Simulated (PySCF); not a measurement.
Cl3Zr (SMILES [Cl][Zr]([Cl])[Cl]), doublet, geometry from GFN2-xTB (such geometries of metal compounds can be far from the true shape) (the multiplicity is a formal guess) (core potentials on Zr); BLYP/def2-SVP (PySCF).

PySCF was given this input:
```python
from pyscf import gto, scf, dft

mol = gto.M(
    atom='''
Zr    0.122069    0.385701    0.246201
Cl    1.921998   -0.631368   -0.678323
Cl   -0.910430   -1.154820    1.546070
Cl   -1.298789    0.878656   -1.447044
''',
    basis='def2-svp',
    ecp={'Zr': 'def2-svp'},
    charge=0,
    spin=1,
    verbose=5,
)

mf = dft.UKS(mol)
mf.xc = 'blyp'
mf.kernel()
mf.analyze()
```

It wrote (shortened):

```
PySCF version 2.14.0

[INPUT] verbose = 5
[INPUT] max_memory = 4000
[INPUT] num. atoms = 4
[INPUT] num. electrons = 63
[INPUT] charge = 0
[INPUT] spin (= nelec alpha-beta = 2S) = 1
[INPUT] symmetry False subgroup None
[INPUT] Mole.unit = angstrom
[INPUT] Symbol           X                Y                Z      unit          X                Y                Z       unit  Magmom
[...]
[INPUT] ---------------- BASIS SET ----------------
[INPUT] l, kappa, [nprim/nctr], expnt,             c_1 c_2 ...
[INPUT] Zr
[...]
                                4.28727           -0.95241333244
                                1.464137          -0.13703926411
[...]
                                2.119901          0.45883133891
                                0.78845821105     0.58853912475
                                0.36332579847     0.35822232244
[...]
                                1.3615557498      0.1969242352
                                0.56937550689     0.42057831659
                                0.22674948677     0.42757027999
[...]
[INPUT] Cl
[...]
                                1571.7365221      0.014754727977
                                357.12065523      0.066679112875
                                100.25185935      0.17228924084
                                30.812727554      0.158837861
[...]
                                5.7045760975      0.60841752753
                                2.3508376809      0.54352153355
[...]
                                72.102015515      -0.063563355471
                                22.532680262      -0.24016428276
                                7.8991765444      -0.47798866557
                                2.8767268321      -0.38515850005
[...]
nuclear repulsion = 269.068120388391
number of shells = 35
number of NR pGTOs = 165
number of NR cGTOs = 85
basis = def2-svp
ecp = {'Zr': 'def2-svp'}

******** <class 'pyscf.dft.uks.UKS'> ********
method = UKS
initial guess = minao
damping factor = 0
level_shift factor = 0
DIIS = <class 'pyscf.scf.diis.CDIIS'>
diis_start_cycle = 1
diis_space = 8
diis_damp = 0
SCF conv_tol = 1e-09
SCF conv_tol_grad = None
SCF max_cycles = 50
direct_scf = True
direct_scf_tol = 1e-13
number electrons alpha = 32  beta = 31
XC library pyscf.dft.libxc version 7.1.2
    S. Lehtola, C. Steigemann, M. J. T. Oliveira, and M. A. L. Marques,  SoftwareX 7, 1–5 (2018)
XC functionals = blyp
    A. D. Becke,  Phys. Rev. A 38, 3098 (1988)
    C. Lee, W. Yang, and R. G. Parr,  Phys. Rev. B 37, 785 (1988)
    B. Miehlich, A. Savin, H. Stoll, and H. Preuss,  Chem. Phys. Lett. 157, 200 (1989)
radial grids:
    Treutler-Ahlrichs [JCP 102, 346 (1995); DOI:10.1063/1.469408] (M4) radial grids

becke partition: Becke, JCP 88, 2547 (1988); DOI:10.1063/1.454033
pruning grids: <function nwchem_prune>
grids dens level: 3
symmetrized grids: False
atomic radii adjust function: <function treutler_atomic_radii_adjust>
small_rho_cutoff = 0
Set gradient conv threshold to 3.16228e-05
Density of valence part of ANO basis will be used as initial guess for Zr
atom Zr rad-grids = 95, ang-grids = [ 50  50  50  50  50  50  50  50  50  50  50  50  50  50  50  50  50  50
  50  50  50  50  50  50  50  50  50  50  86  86  86  86  86  86  86  86
  86  86  86  86  86  86  86  86 350 350 350 350 350 350 350 350 350 350
 350 434 434 434 434 434 434 434 434 434 434 434 434 434 434 434 434 434
 434 434 434 434 350 350 350 350 350 350 350 350 350 350 350 350 350 350
 350 350 350 350 350]
atom Cl rad-grids = 80, ang-grids = [ 50  50  50  50  50  50  50  50  50  50  50  50  50  50  50  50  50  50
  50  50  50  50  50  50  86  86  86  86  86  86  86  86  86  86  86  86
  86 350 350 350 350 350 350 350 350 350 434 434 434 434 434 434 434 434
 434 434 434 434 434 434 434 434 434 434 350 350 350 350 350 350 350 350
 350 350 350 350 350 350 350 350]
tot_boxes 2352, boxes in each direction [12 10 12]
Padding 2 grids
tot grids = 79032
nelec by numeric integration = [31.15400412 31.15400412]
[...]
converged SCF energy = -1427.36758176549  <S^2> = 0.75113977  2S+1 = 2.0011394
Total Energy =                       -1427.367581765491877
[...]
3 Cl 2pz         0.00122   0.00074  -0.00176   0.00075  -0.00001
3 Cl 3px         0.00223  -0.00253   0.00977  -0.00923  -0.02171
3 Cl 3py         0.00140   0.00088  -0.00458   0.00251   0.00723
3 Cl 3pz         0.00341  -0.00145   0.01156  -0.01119  -0.02591
3 Cl 4px        -0.10179   0.01252   0.24051  -0.12521  -0.02898
3 Cl 4py         0.07295   0.03600  -0.09147   0.06023   0.00963
3 Cl 4pz        -0.10921  -0.09936   0.27408  -0.15265  -0.03636
3 Cl 3dxy        0.01590  -0.01995  -0.09037   0.09059  -0.00036
3 Cl 3dyz        0.01388   0.06494  -0.09724   0.11091  -0.00033
3 Cl 3dz^2       0.03347  -0.09767   0.14774  -0.09676   0.00026
3 Cl 3dxz        0.04337  -0.05400   0.36221  -0.24113   0.00142
3 Cl 3dx2-y2     0.02921   0.03044   0.14932  -0.09096   0.00041

spin_pop of  0 Zr 4s        0.00041
spin_pop of  0 Zr 5s        0.30020
spin_pop of  0 Zr 6s        0.00053
spin_pop of  0 Zr 7s       -0.00008
spin_pop of  0 Zr 8s        0.00166
spin_pop of  0 Zr 4px       0.00020
spin_pop of  0 Zr 4py       0.00043
spin_pop of  0 Zr 4pz       0.00396
spin_pop of  0 Zr 5px       0.00064
spin_pop of  0 Zr 5py       0.00018
spin_pop of  0 Zr 5pz       0.00199
spin_pop of  0 Zr 6px       0.00581
spin_pop of  0 Zr 6py       0.00111
spin_pop of  0 Zr 6pz       0.02953
spin_pop of  0 Zr 4dxy      0.23495
spin_pop of  0 Zr 4dyz      0.00919
spin_pop of  0 Zr 4dz^2     0.03006
spin_pop of  0 Zr 4dxz      0.11915
spin_pop of  0 Zr 4dx2-y2    0.09305
spin_pop of  0 Zr 5dxy      0.08382
spin_pop of  0 Zr 5dyz      0.00205
spin_pop of  0 Zr 5dz^2     0.01052
spin_pop of  0 Zr 5dxz      0.03744
spin_pop of  0 Zr 5dx2-y2    0.00012
spin_pop of  0 Zr 4f-3      0.00017
spin_pop of  0 Zr 4f-2      0.00121
spin_pop of  0 Zr 4f-1     -0.00002
spin_pop of  0 Zr 4f+0      0.00008
spin_pop of  0 Zr 4f+1      0.00034
spin_pop of  0 Zr 4f+2      0.00083
spin_pop of  0 Zr 4f+3     -0.00001
spin_pop of  1 Cl 1s        0.00000
spin_pop of  1 Cl 2s        0.00000
spin_pop of  1 Cl 3s        0.00355
spin_pop of  1 Cl 4s        0.00600
spin_pop of  1 Cl 2px      -0.00000
spin_pop of  1 Cl 2py       0.00000
spin_pop of  1 Cl 2pz      -0.00000
spin_pop of  1 Cl 3px      -0.00381
spin_pop of  1 Cl 3py      -0.00353
spin_pop of  1 Cl 3pz      -0.00218
spin_pop of  1 Cl 4px       0.00007
spin_pop of  1 Cl 4py       0.00246
spin_pop of  1 Cl 4pz       0.00006
spin_pop of  1 Cl 3dxy      0.00108
spin_pop of  1 Cl 3dyz      0.00004
spin_pop of  1 Cl 3dz^2     0.00008
spin_pop of  1 Cl 3dxz      0.00012
spin_pop of  1 Cl 3dx2-y2    0.00059
spin_pop of  2 Cl 1s        0.00000
spin_pop of  2 Cl 2s        0.00000
spin_pop of  2 Cl 3s        0.01051
spin_pop of  2 Cl 4s        0.00748
spin_pop of  2 Cl 2px      -0.00000
spin_pop of  2 Cl 2py      -0.00000
spin_pop of  2 Cl 2pz       0.00000
spin_pop of  2 Cl 3px      -0.00286
spin_pop of  2 Cl 3py      -0.00373
spin_pop of  2 Cl 3pz      -0.00008
spin_pop of  2 Cl 4px       0.00009
spin_pop of  2 Cl 4py       0.00060
spin_pop of  2 Cl 4pz       0.00009
spin_pop of  2 Cl 3dxy      0.00005
spin_pop of  2 Cl 3dyz      0.00028
spin_pop of  2 Cl 3dz^2     0.00080
spin_pop of  2 Cl 3dxz      0.00010
spin_pop of  2 Cl 3dx2-y2    0.00004
spin_pop of  3 Cl 1s        0.00000
spin_pop of  3 Cl 2s        0.00000
spin_pop of  3 Cl 3s        0.00566
spin_pop of  3 Cl 4s        0.00998
spin_pop of  3 Cl 2px      -0.00000
spin_pop of  3 Cl 2py       0.00000
spin_pop of  3 Cl 2pz      -0.00000
spin_pop of  3 Cl 3px      -0.00344
spin_pop of  3 Cl 3py       0.00190
spin_pop of  3 Cl 3pz      -0.00427
spin_pop of  3 Cl 4px       0.00067
spin_pop of  3 Cl 4py       0.00005
spin_pop of  3 Cl 4pz       0.00039
spin_pop of  3 Cl 3dxy      0.00026
spin_pop of  3 Cl 3dyz      0.00001
spin_pop of  3 Cl 3dz^2     0.00032
spin_pop of  3 Cl 3dxz      0.00013
spin_pop of  3 Cl 3dx2-y2    0.00087
In total            32.00000 | 31.00000
Dipole moment(X, Y, Z, Debye):  0.34495,  1.09130,  0.69635
```
